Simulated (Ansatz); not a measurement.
C3H5F3O (`COC(F)(F)CF`). The species carries charge 0 and has multiplicity 1.

Z-matrix (Å, degrees):
```
C
O 1 1.425
H 1 1.091 2 110.8
H 1 1.091 2 110.8 3 122.3
H 1 1.087 2 105.7 3 -118.8
C 2 1.347 1 116.0 3 -61.1
F 6 1.358 2 111.5 1 58.5
F 6 1.358 2 111.5 1 -58.6
C 6 1.515 2 108.0 1 180.0
F 9 1.366 6 110.0 2 179.8
H 9 1.092 6 108.7 2 59.8
H 9 1.092 6 108.7 2 -60.3
```

Problem. List the harmonic frequencies (cm⁻¹, unscaled) at PBE0-D4/def2-TZVP in Ansatz. (An estimate is asked.)

Solution. The calculation gave: 82, 100, 163, 183, 298, 343, 425, 537, 546, 701, 836, 946, 1048, 1141, 1157, 1179, 1188, 1253, 1289, 1308, 1445, 1480, 1486, 1489, 1504, 3065, 3084, 3144, 3145, 3178.

Problem. Is this a minimum?

Solution. Yes, all 30 modes are real.

Problem. Give the ideal-gas thermochemistry at 298.15 K and 1 bar (rigid rotor, harmonic oscillator; point group Cs, symmetry number 1).

Solution. Zero-point energy 225.8 kJ/mol; H(298) − E = 247.7 kJ/mol; entropy 356.8 J/(mol·K), of which translation 167.9, rotation 114.6, vibration 74.3; G(298) − E = 141.3 kJ/mol. Modes under 100 cm⁻¹ are hindered rotations or soft bends, so the harmonic entropy is rough.

Problem. And at 400, 500, 600, 800 and 1000 K?

Solution. 
| T (K) | H − E (kJ/mol) | S (J/mol/K) | G − E (kJ/mol) |
| --- | --- | --- | --- |
| 400 | 260.3 | 392.9 | 103.1 |
| 500 | 274.9 | 425.5 | 62.2 |
| 600 | 291.5 | 455.7 | 18.1 |
| 800 | 329.2 | 509.8 | -78.6 |
| 1000 | 371.4 | 556.8 | -185.4 |
